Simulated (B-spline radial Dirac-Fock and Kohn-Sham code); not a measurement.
# X-ray form factors of bismuth in several charge states

These are calculated numbers from a B-spline atomic structure program; the model is relativistic Hartree-Fock (Dirac-Fock) wave functions, averaged over the configuration.

Configurations: Bi⁵¹⁺ [Ar] 3d10 4s2 4p2; Bi⁵²⁺ [Ar] 3d10 4s2 4p1; Bi⁵³⁺ [Ar] 3d10 4s2; Bi⁵⁴⁺ [Ar] 3d10 4s1; Bi⁵⁵⁺ [Ar] 3d10; Bi⁵⁶⁺ [Ar] 3d9. The first column is f₀ of Bi⁵¹⁺, the others are differences from it.

| s (Å⁻¹) | Bi⁵¹⁺ | Δ Bi⁵²⁺ | Δ Bi⁵³⁺ | Δ Bi⁵⁴⁺ | Δ Bi⁵⁵⁺ | Δ Bi⁵⁶⁺ |
| --- | --- | --- | --- | --- | --- | --- |
| 0 | 32.000 | -1.000 | -2.000 | -3.000 | -4.000 | -5.000 |
| 0.1 | 31.919 | -0.990 | -1.980 | -2.970 | -3.961 | -4.959 |
| 0.2 | 31.680 | -0.960 | -1.920 | -2.883 | -3.847 | -4.837 |
| 0.3 | 31.289 | -0.911 | -1.824 | -2.742 | -3.662 | -4.640 |
| 0.4 | 30.757 | -0.846 | -1.695 | -2.554 | -3.415 | -4.377 |
| 0.5 | 30.099 | -0.769 | -1.541 | -2.328 | -3.118 | -4.059 |
| 0.7 | 28.475 | -0.590 | -1.185 | -1.803 | -2.426 | -3.314 |
| 0.9 | 26.569 | -0.403 | -0.814 | -1.251 | -1.695 | -2.516 |
| 1.1 | 24.532 | -0.236 | -0.479 | -0.750 | -1.027 | -1.772 |
| 1.4 | 21.497 | -0.057 | -0.120 | -0.200 | -0.285 | -0.907 |
